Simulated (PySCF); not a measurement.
# C$_{9}$H$_{12}$Si: full NMR table

```
Formula                               : C9H12Si
SMILES                                : C=C(C)C#CC1=C[SiH2][C@@H]1C
InChI                                 : InChI=1S/C9H12Si/c1-7(2)4-5-9-6-10-8(9)3/h6,8H,1,10H2,2-3H3/t8-/m1/s1
Point group of the computed structure : C1
Degrees of unsaturation               : 5
Carbon signals                        : 9
Proton signals                        : 8
```

Structure with atom numbers: `[CH2:1]=[C:2]([CH3:3])[C:4]#[C:5][C:6]1=[CH:7][SiH2:8][C@@H:9]1[CH3:10]` (H(Xn): hydrogen on atom n). Ha(Si8) is cis to C10 on the ring; Ha(C1) is cis to C3; Hb(Si8) is trans to C10 on the ring; Hb(C1) is trans to C3.

Computed data (PySCF): geometry from GFN2-xTB, σ from GIAO-PBE0/pcSseg-1. Relativity neglected, one conformer, fast rotation and ring inversion assumed for equivalent nuclei, no solvent.

δ = σ(ref) − σ, references computed at the same level: TMS for 1H (σref 31.72), 13C (σref 186.93), 29Si (σref 349.16).

| carbon | δC, type | δH (multiplicity) | HMBC from (2–3 bonds) | span of the C tensor (ppm) |
| --- | --- | --- | --- | --- |
| C1 | 132.0, CH2 | Hb(C1) 5.78 (m); Ha(C1) 5.75 (m) | H(C3) | 208 |
| C2 | 134.9, C | – | Hb(C1), Ha(C1), H(C3) | 222 |
| C3 | 26.9, CH3 | 2.08 (s) | Hb(C1), Ha(C1) | 43 |
| C4 | 105.6, C | – | Hb(C1), Ha(C1), H(C3) | 212 |
| C5 | 94.7, C | – | H(C7), H(C9) | 213 |
| C6 | 159.5, C | – | H(C7), Hb(Si8), Ha(Si8), H(C9), H(C10) | 222 |
| C7 | 146.2, CH | 6.39 (m) | Hb(Si8), Ha(Si8), H(C9) | 222 |
| C9 | 35.9, CH | 2.42 (m) | H(C7), Hb(Si8), Ha(Si8), H(C10) | 34 |
| C10 | 19.3, CH3 | 1.40 (d) | Hb(Si8), Ha(Si8), H(C9) | 27 |

Other nuclei:
| atoms | nucleus | environment | δ (ppm) | σ (ppm) |
| --- | --- | --- | --- | --- |
| Hb(Si8) | 1H | hydrogen on a silicon bonded to 2 C, in a 4-membered ring | 4.87 | 26.84 |
| Ha(Si8) | 1H | hydrogen on a silicon bonded to 2 C, in a 4-membered ring | 4.54 | 27.18 |
| Si8 | 29Si | silicon bonded to 2 C, 2 H, in a 4-membered ring | -40.7 | 389.9 |

1. Carbon types of the structure: 4 × C, 2 × CH, 1 × CH2, 2 × CH3, leaving 2 H on heteroatoms.
2. δC 159.5, 134.9: fully substituted alkene carbon; an sp2 carbon of a C=C bond.
3. δC 146.2: alkene CH; an sp2 carbon of a C=C bond.
4. δC 132.0: terminal =CH2 carbon; as expected for a trigonal carbon in a double bond.
5. δC 105.6, 94.7: alkyne carbon.
6. δH 5.78, 5.75: hydrogen on a terminal =CH2 carbon; attached to an sp2 carbon and in the plane of the double bond.

Shifts are as computed. Against solution values, carbons near 30 ppm lie about +3 ppm off and those near 130 ppm about +5 ppm. Of 1211 compounds with measured shifts, 218 miss one by over three times the rms of a fit or turn the order of signals round; such compounds aren't used in these exercises. Multiplicities follow the n + 1 count of equivalent neighbours, as no J values were calculated; m marks all less simple cases, F and P coupling included.
